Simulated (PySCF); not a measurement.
CH$_{5}$ClGe (SMILES [CH3][GeH2][Cl]), singlet, at a GFN2-xTB geometry; BLYP/def2-SVP, TDDFT (PySCF).

Input for PySCF:
```python
from pyscf import gto, scf, dft, tdscf

mol = gto.M(
    atom='''
Ge   -0.01131636    0.51427717    0.20206591
C    -1.93186059    0.07176919    0.19065899
Cl    1.06026641   -1.13724461   -0.53396757
H     0.32236233    1.69681593   -0.67864694
H     0.51319086    0.81014704    1.58869769
H    -2.11988347   -0.79928253    0.81420722
H    -2.52941307    0.89785979    0.56400272
H    -2.25749835   -0.15986647   -0.82087503
''',
    basis='def2-svp',
    verbose=4,
)

mf = dft.RKS(mol)
mf.xc = 'blyp'
mf.kernel()
td = mf.TDDFT()
td.nstates = 5
td.kernel()
td.analyze()
```

The log (banner, timings and long lists left out):

```
PySCF version 2.14.0

[INPUT] verbose = 4
[INPUT] num. atoms = 8
[INPUT] num. electrons = 60
[INPUT] charge = 0
[INPUT] spin (= nelec alpha-beta = 2S) = 0
[INPUT] symmetry False subgroup None
[INPUT] Mole.unit = angstrom
[INPUT] Symbol           X                Y                Z      unit          X                Y                Z       unit  Magmom
[...]
nuclear repulsion = 273.485722948898
number of shells = 41
number of NR pGTOs = 169
number of NR cGTOs = 89
basis = def2-svp
ecp = {}

******** <class 'pyscf.dft.rks.RKS'> ********
method = RKS
initial guess = minao
damping factor = 0
level_shift factor = 0
DIIS = <class 'pyscf.scf.diis.CDIIS'>
diis_start_cycle = 1
diis_space = 8
diis_damp = 0
SCF conv_tol = 1e-09
SCF conv_tol_grad = None
SCF max_cycles = 50
direct_scf = True
direct_scf_tol = 1e-13
XC library pyscf.dft.libxc version 7.1.2
    S. Lehtola, C. Steigemann, M. J. T. Oliveira, and M. A. L. Marques,  SoftwareX 7, 1–5 (2018)
XC functionals = blyp
    A. D. Becke,  Phys. Rev. A 38, 3098 (1988)
    C. Lee, W. Yang, and R. G. Parr,  Phys. Rev. B 37, 785 (1988)
    B. Miehlich, A. Savin, H. Stoll, and H. Preuss,  Chem. Phys. Lett. 157, 200 (1989)
radial grids:
    Treutler-Ahlrichs [JCP 102, 346 (1995); DOI:10.1063/1.469408] (M4) radial grids

becke partition: Becke, JCP 88, 2547 (1988); DOI:10.1063/1.454033
pruning grids: <function nwchem_prune>
grids dens level: 3
symmetrized grids: False
atomic radii adjust function: <function treutler_atomic_radii_adjust>
small_rho_cutoff = 0
Set gradient conv threshold to 3.16228e-05
Initial guess from minao.
tot grids = 102680
init E= -2577.32436948848
[...]
cycle= 1 E= -2577.83801956822  delta_E= -0.514  |g|= 0.712  |ddm|= 2.73
[...]
cycle= 2 E= -2577.69896631324  delta_E= 0.139  |g|= 1.07  |ddm|= 1.61
[...]
cycle= 3 E= -2577.92415414724  delta_E= -0.225  |g|= 0.0754  |ddm|= 1.11
[...]
cycle= 4 E= -2577.92603358742  delta_E= -0.00188  |g|= 0.0245  |ddm|= 0.122
[...]
cycle= 5 E= -2577.92615045463  delta_E= -0.000117  |g|= 0.00876  |ddm|= 0.026
[...]
cycle= 6 E= -2577.92617091125  delta_E= -2.05e-05  |g|= 0.00211  |ddm|= 0.0124
[...]
cycle= 7 E= -2577.92617224887  delta_E= -1.34e-06  |g|= 0.000298  |ddm|= 0.00331
[...]
cycle= 8 E= -2577.92617226913  delta_E= -2.03e-08  |g|= 8.79e-05  |ddm|= 0.00053
[...]
cycle= 9 E= -2577.9261722715  delta_E= -2.36e-09  |g|= 1.41e-05  |ddm|= 0.000147
[...]
cycle= 10 E= -2577.92617227156  delta_E= -5.78e-11  |g|= 3.08e-06  |ddm|= 2.61e-05
[...]
Extra cycle  E= -2577.92617227154  delta_E= 2.05e-11  |g|= 3.11e-06  |ddm|= 7.5e-06
converged SCF energy = -2577.92617227154

******** <class 'pyscf.tdscf.rks.CasidaTDDFT'> for <class 'pyscf.dft.rks.RKS'> ********
nstates = 5 singlet
deg_eia_thresh = 1.000e-03
wfnsym = None
conv_tol = 1e-05
eigh lindep = 1e-12
eigh level_shift = 0
eigh max_cycle = 100

Excitation energies (eV)
[6.93675702 6.99095981 7.54279854 7.74798539 8.03912269]

** Singlet excitation energies and oscillator strengths **
Excited State   1:      6.93676 eV    178.74 nm  f=0.0042
      30 -> 31        0.70166
Excited State   2:      6.99096 eV    177.35 nm  f=0.0059
      29 -> 31       -0.70204
Excited State   3:      7.54280 eV    164.37 nm  f=0.0023
      29 -> 32       -0.70096
Excited State   4:      7.74799 eV    160.02 nm  f=0.0813
      26 -> 31       -0.10723
      30 -> 32       -0.67516
Excited State   5:      8.03912 eV    154.23 nm  f=0.0033
      30 -> 33        0.68849

** Transition electric dipole moments (AU) **
state          X           Y           Z        Dip. S.      Osc.
  1        -0.0798     -0.1273     -0.0431      0.0244      0.0042
  2         0.0145     -0.0675      0.1725      0.0345      0.0059
  3         0.0087     -0.0403      0.1032      0.0123      0.0023
  4         0.6505      0.0654     -0.0292      0.4283      0.0813
  5         0.0932      0.0864      0.0259      0.0168      0.0033

** Transition velocity dipole moments (imaginary part, AU) **
state          X           Y           Z        Dip. S.      Osc.
  1        -0.0366     -0.0350     -0.0106      0.0027      0.0070
  2         0.0055     -0.0255      0.0651      0.0049      0.0128
  3         0.0014     -0.0065      0.0167      0.0003      0.0008
  4         0.1918      0.0427      0.0006      0.0386      0.0904
  5         0.0250      0.0217      0.0064      0.0011      0.0026

** Transition magnetic dipole moments (imaginary part, AU) **
state          X           Y           Z
  1         0.0501     -0.2329      0.5954
  2         0.5116      0.4297      0.1250
  3         0.3747     -0.3391     -0.1641
  4         0.0121     -0.0564      0.1441
  5         0.0496     -0.2305      0.5894
```
